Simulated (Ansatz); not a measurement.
A nudged elastic band was laid between two geometries of CH$_{5}$MgNO (9 atoms, charge 0, multiplicity 1).

Computed with Ansatz, RKS LDA/def2-SVP.

| Property | Result |
| --- | --- |
| movable images | 7 |
| climbing image | yes |
| spring | 5.0 eV/Å² |
| optimiser | quadratic models (default) |
| start path | IDPP |
| force threshold | 0.03 eV/Å |
| iteration limit | 60 |
| end points | relaxed |

Initial state:

```xyz
9
Properties=species:S:1:pos:R:3
C 0.099 0.517 -1.512
N -0.180 -0.501 -0.540
Mg -0.040 -0.445 1.343
O 0.169 -0.430 3.099
H 0.913 0.250 -2.236
H -0.785 0.808 -2.138
H 0.437 1.460 -1.025
H -0.493 -1.363 -1.000
H -0.120 -0.295 4.008
```

Final state:

```xyz
9
Properties=species:S:1:pos:R:3
C 0.195 0.485 -1.513
N -0.164 -0.510 -0.543
Mg -0.201 -0.397 1.342
O -0.314 -0.279 3.101
H 1.064 0.200 -2.161
H -0.635 0.762 -2.214
H 0.496 1.439 -1.021
H -0.435 -1.385 -1.006
H -0.006 -0.316 4.013
```

Question: Which bonds break or form, and what moves?

Answer: No bond is made or broken.  The two ends are copies of one structure, up to a mirror image or an exchange of like atoms.

Question: What energy profile does the band end with?

Answer: It converged. The highest image is number 4 of 0 to 8, 0.001 eV above the ends, which have the same energy within 2 meV. The top lies less than 8 meV above the higher end, about what the thresholds resolve: that end is a shoulder or a very shallow well. A vibrational analysis at the climbing image gives one clearly imaginary mode, 86i cm⁻¹: a first-order saddle point.

```tsv
image	path coordinate (Å)	energy (eV)
0	0.00	0.000
1	0.07	0.000
2	0.13	0.001
3	0.20	0.001
4	0.26	0.001
5	0.33	0.001
6	0.39	0.001
7	0.46	0.000
8	0.53	0.000
```

Question: What is the geometry of the highest image?

Answer: 
```xyz
9
Properties=species:S:1:pos:R:3:forces:R:3
C 0.151 0.501 -1.518 0.00 0.00 0.00
N -0.168 -0.505 -0.546 0.00 0.00 0.00
Mg -0.122 -0.421 1.340 0.00 0.00 0.00
O -0.082 -0.357 3.094 0.00 0.00 0.00
H 0.993 0.224 -2.205 0.00 0.00 0.00
H -0.707 0.786 -2.181 0.00 0.00 0.00
H 0.471 1.449 -1.028 0.00 0.00 0.00
H -0.461 -1.374 -1.008 0.00 0.00 0.00
H -0.075 -0.302 4.053 0.00 0.00 0.00
```

The band took 4 iterations and roughly 60 core-seconds.

Run time: 56 s on 1 thread of Arm Neoverse V1 (shared host), peak memory 0.26 GiB.
